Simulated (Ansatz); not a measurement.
C3H7AlF2, SMILES `C[CH](C)[Al]([F])[F]`, relaxed with RKS PBE0-D4/def2-TZVP in Ansatz 0.2.0 from a PBE-D4/def2-SVP geometry. The force threshold is 0.005 eV/Å; the program also tests the step.

Charge 0, multiplicity 1.

Start:

```xyz
13

C    -0.579   -1.291    0.449
C     0.063   -0.154   -0.370
C     1.472    0.207    0.127
Al   -1.118    1.411   -0.487
F    -2.736    1.263   -0.894
F    -0.571    2.968   -0.201
H     0.057   -2.204    0.428
H    -1.580   -1.577    0.067
H    -0.699   -1.011    1.517
H     0.143   -0.503   -1.428
H     2.138   -0.684    0.118
H     1.456    0.587    1.170
H     1.955    0.988   -0.496
```

```
         step  energy (eV)  largest force (eV/Å)  largest move (Å)
            1  -15252.0685                 0.741             0.000
            2  -15252.1196                 0.450             0.026
            3  -15252.1312                 0.056             0.029
 4 (rejected)  -15252.1309                 0.086             0.026
            5  -15252.1316                 0.014             0.013
            6  -15252.1316                 0.025             0.008
            7  -15252.1317                 0.015             0.011
            8  -15252.1319                 0.032             0.042
            9  -15252.1322                 0.062             0.060
           10  -15252.1325                 0.059             0.049
           11  -15252.1328                 0.060             0.057
           12  -15252.1330                 0.050             0.023
13 (rejected)  -15252.1322                 0.140             0.119
14 (rejected)  -15252.1280                 0.299             0.024
           15  -15252.1332                 0.017             0.012
           16  -15252.1334                 0.025             0.044
           17  -15252.1335                 0.033             0.037
           18  -15252.1335                 0.027             0.023
           19  -15252.1336                 0.018             0.040
20 (rejected)  -15252.1336                 0.017             0.019
           21  -15252.1336                 0.009             0.009
           22  -15252.1336                 0.007             0.007
           23  -15252.1336                 0.002             0.011
           24  -15252.1336                 0.001             0.007
```

End:

```xyz
13

C    -0.576   -1.301    0.390
C     0.066   -0.137   -0.366
C     1.448    0.210    0.190
Al   -1.106    1.416   -0.489
F    -2.745    1.270   -0.458
F    -0.513    2.942   -0.661
H     0.066   -2.189    0.351
H    -1.550   -1.576   -0.019
H    -0.723   -1.061    1.448
H     0.200   -0.454   -1.411
H     2.112   -0.661    0.149
H     1.393    0.520    1.238
H     1.928    1.020   -0.363
```

Hardware: 4 threads of an Arm Neoverse V2 on a shared host. Wall time 110 s, peak host memory 0.68 GiB.
